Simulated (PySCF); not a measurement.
Compound: C₆H₈FO₃ (charge -1).
Numbering: `[CH3:1][O:2][C@@H:3]1[C@@H:4]([F:5])[CH2:6][C@H:7]1[C:8](=[O:9])[O-:10]` (hydrogens: H11, H12, H13 on C1; H14 on C3; H15 on C4; H16, H17 on C6; H18 on C7)
Bond orders are those of one Lewis drawing.

Method: PBE0-D3(BJ)/def2-SVP geometry optimisation, gas phase (PySCF); density fitting, grid level 1; the optimiser is geomeTRIC in internal coordinates, started from a GFN2-xTB structure.

Step 1: E = -15183.5541 eV
```
atom  x, y, z in Å  |  force x, y, z in eV/Å
C1      1.7124    0.2388   -1.6429    0.087   0.090  -0.125
O2      1.7251    0.0210   -0.2559   -0.004  -0.036  -0.012
C3      0.4652    0.1719    0.3149   -0.058   0.127   0.031
C4      0.3801   -0.1719    1.7915    0.032  -0.052  -0.037
F5      0.4934    0.8511    2.7132    0.005  -0.006  -0.010
C6     -0.9917   -0.7874    1.5548   -0.060  -0.027   0.020
C7     -0.6327   -0.8917    0.0639    0.105  -0.219   0.128
C8     -1.7148   -0.5902   -1.0011   -0.139   0.331  -0.271
O9     -2.8477   -0.2982   -0.5784    0.142  -0.099   0.020
O10    -1.2964   -0.6264   -2.1825   -0.040  -0.066   0.129
H11     2.6152   -0.2366   -2.0636   -0.038   0.031  -0.001
H12     1.7572    1.3256   -1.8782   -0.012  -0.051   0.013
H13     0.7978   -0.1726   -2.1176    0.018  -0.053   0.081
H14     0.0568    1.1924    0.1385    0.009  -0.082   0.020
H15     1.1510   -0.9283    2.0317   -0.052   0.040  -0.017
H16    -1.8072   -0.0533    1.6564    0.028  -0.034  -0.019
H17    -1.2510   -1.7047    2.1062   -0.002   0.044   0.012
H18    -0.1338   -1.8456   -0.1853   -0.021   0.062   0.037
```

Step 2: E = -15183.5577 eV
```
atom  x, y, z in Å  |  force x, y, z in eV/Å
C1      1.7081    0.2294   -1.6431   -0.017  -0.035  -0.018
O2      1.7315    0.0363   -0.2517    0.044  -0.001   0.030
C3      0.4696    0.1770    0.3208    0.019   0.031   0.036
C4      0.3798   -0.1763    1.7936    0.003   0.007  -0.027
F5      0.4909    0.8423    2.7202    0.010   0.006   0.022
C6     -0.9924   -0.7895    1.5508   -0.002   0.022  -0.022
C7     -0.6258   -0.8859    0.0613    0.136  -0.037  -0.031
C8     -1.7021   -0.5585   -1.0106   -0.114  -0.223   0.014
O9     -2.8308   -0.2887   -0.5670   -0.021   0.118  -0.118
O10    -1.2959   -0.6122   -2.1939   -0.028   0.089   0.132
H11     2.6284   -0.2088   -2.0627    0.013   0.013   0.024
H12     1.6931    1.3101   -1.9010   -0.030  -0.023   0.006
H13     0.8117   -0.2442   -2.0917    0.005   0.045  -0.049
H14     0.0561    1.1936    0.1491   -0.004  -0.004   0.012
H15     1.1482   -0.9327    2.0323   -0.005  -0.008  -0.005
H16    -1.8060   -0.0549    1.6497   -0.001  -0.004  -0.010
H17    -1.2565   -1.7053    2.1004    0.002   0.007   0.004
H18    -0.1289   -1.8375   -0.1912   -0.009  -0.001  -0.001
```

Question: Estimate the geometry and energy of step 3. (The exact step hangs on the optimiser's Hessian estimate; all steps are aligned on step 2, rigid shifts and turns removed.)

Answer: E = -15183.5607 eV, largest force 0.102 eV/Å
```
atom  x, y, z in Å  |  force x, y, z in eV/Å
C1      1.7068    0.2276   -1.6455   -0.019  -0.050   0.015
O2      1.7322    0.0385   -0.2527    0.003  -0.016   0.022
C3      0.4695    0.1734    0.3215    0.024   0.012  -0.010
C4      0.3819   -0.1787    1.7938   -0.026   0.031  -0.006
F5      0.4948    0.8410    2.7193    0.014   0.004   0.019
C6     -0.9912   -0.7910    1.5535    0.022   0.007  -0.004
C7     -0.6255   -0.8921    0.0645   -0.052  -0.022  -0.015
C8     -1.7059   -0.5595   -1.0081   -0.007   0.006  -0.062
O9     -2.8354   -0.2613   -0.5873    0.051   0.004   0.088
O10    -1.2860   -0.6049   -2.1853    0.026  -0.021  -0.025
H11     2.6398   -0.1856   -2.0610    0.029   0.005   0.025
H12     1.6623    1.3062   -1.9049   -0.029   0.004  -0.002
H13     0.8245   -0.2688   -2.0962   -0.007   0.050  -0.034
H14     0.0523    1.1877    0.1510   -0.015   0.020   0.000
H15     1.1494   -0.9348    2.0325    0.008  -0.028   0.001
H16    -1.8040   -0.0559    1.6490   -0.016   0.018  -0.004
H17    -1.2561   -1.7035    2.1076    0.000  -0.009   0.010
H18    -0.1305   -1.8443   -0.1864   -0.005  -0.015  -0.016
```

The energy changes by -0.0030 eV. The first-order estimate −F·Δx gives -0.0089 eV and the mean of the old and new forces, exact on a quadratic surface, -0.0035 eV. The step makes an angle of 70° with the force vector and moves no atom by more than 0.034 Å.

The cost below is that of the whole optimisation. Rough CPU time on one thread of a shared machine: about 8 min.
